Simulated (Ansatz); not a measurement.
H₈O₄Si₃, singlet, geometry from GFN2-xTB, atoms displaced at random by about 0.03 Å a coordinate; PBE0/STO-3G, gradient (Ansatz, an electronic-structure program).

The Ansatz input:
Ansatz 0.2 input:
```yaml
crystal:
  periodic: [false, false, false]
  atoms:
    - {symbol: O, position_ang: [0.21285911, -2.36628946, 0.10025432]}
    - {symbol: Si, position_ang: [0.05504145, -0.82239047, 0.37412691]}
    - {symbol: O, position_ang: [0.03331489, -0.69296360, 2.00119379]}
    - {symbol: O, position_ang: [-1.34130838, -0.34626447, -0.27642290]}
    - {symbol: Si, position_ang: [-2.08738895, 0.96813923, -0.89886483]}
    - {symbol: O, position_ang: [1.26273664, 0.06929883, -0.21122579]}
    - {symbol: Si, position_ang: [1.96762518, 1.41853899, -0.28571822]}
    - {symbol: H, position_ang: [0.24086759, -2.73097682, -0.90073760]}
    - {symbol: H, position_ang: [-0.43884748, -1.27718360, 2.56703308]}
    - {symbol: H, position_ang: [-1.36616002, 1.40405755, -2.14395317]}
    - {symbol: H, position_ang: [-2.11942725, 2.11135357, 0.03757873]}
    - {symbol: H, position_ang: [-3.42100238, 0.39260165, -1.24384879]}
    - {symbol: H, position_ang: [2.82976166, 1.31554148, -1.37953389]}
    - {symbol: H, position_ang: [0.95470231, 2.45651185, -0.34574690]}
    - {symbol: H, position_ang: [2.70329948, 1.65931374, 1.06343417]}
basis:
  gaussian:
    orbitals: STO-3G
hamiltonian:
  xc: pbe0
output: {forces: true}
```

Task: Predict the main parts of the log of this Ansatz run.

Result: 
```
Functional definition: PBE0
694 factors; integrals over basis functions are off by at most 3.7e-5 eV
mean field evaluation 1: about -31541.7976 eV, gradient 4.1e1 eV
mean field evaluation 2: about -31544.1447 eV, gradient 3.2e1 eV
mean field evaluation 4: about -31547.0664 eV, gradient 1.2e0 eV
mean field evaluation 8: about -31547.0530 eV, gradient 2.8e-2 eV
mean field -31547.05298813 eV, -1159.3328139532 hartree, gradient 5.3e-5 eV, S^2 0.000000; 0 other end points of the search recorded, 0 dependent functions left out
the calculation of the forces begins
reference -31547.05301060 eV, -1159.3328147789 hartree; 41, 41 occupied and 14, 14 virtual orbitals, 694 factors
Total energy: -31547.05301060 eV, -1159.3328147789 hartree
Atom 0 at     0.212859    -2.366289     0.100254 Å, force     0.742477    -5.194229    -3.019966 eV/Å
Atom 1 at     0.055041    -0.822390     0.374127 Å, force    -0.579670     2.580151     0.317743 eV/Å
Atom 2 at     0.033315    -0.692964     2.001194 Å, force     2.631598     3.499140    -1.092263 eV/Å
Atom 3 at    -1.341308    -0.346264    -0.276423 Å, force    -0.351284    -0.288816     0.054268 eV/Å
Atom 4 at    -2.087389     0.968139    -0.898865 Å, force    -0.211920     0.206546    -1.109256 eV/Å
Atom 5 at     1.262737     0.069299    -0.211226 Å, force    -2.587064    -5.333703     0.234195 eV/Å
Atom 6 at     1.967625     1.418539    -0.285718 Å, force     2.111970     4.551800     3.455708 eV/Å
Atom 7 at     0.240868    -2.730977    -0.900738 Å, force    -0.143788     1.563928     2.671444 eV/Å
Atom 8 at    -0.438847    -1.277184     2.567033 Å, force    -2.090019    -2.762532     1.450946 eV/Å
Atom 9 at    -1.366160     1.404058    -2.143953 Å, force    -0.729293    -0.182596     0.922304 eV/Å
Atom 10 at    -2.119427     2.111354     0.037579 Å, force    -0.221139    -0.497535    -0.434221 eV/Å
Atom 11 at    -3.421002     0.392602    -1.243849 Å, force     0.695671     0.992496     0.171017 eV/Å
Atom 12 at     2.829762     1.315541    -1.379534 Å, force     1.066561     0.558701    -1.159197 eV/Å
Atom 13 at     0.954702     2.456512    -0.345747 Å, force     0.282521     0.394873    -0.436722 eV/Å
Atom 14 at     2.703299     1.659314     1.063434 Å, force    -0.616622    -0.088223    -2.026001 eV/Å
Dipole moment:    -0.127377    -0.004661    -0.215025 e Å
```
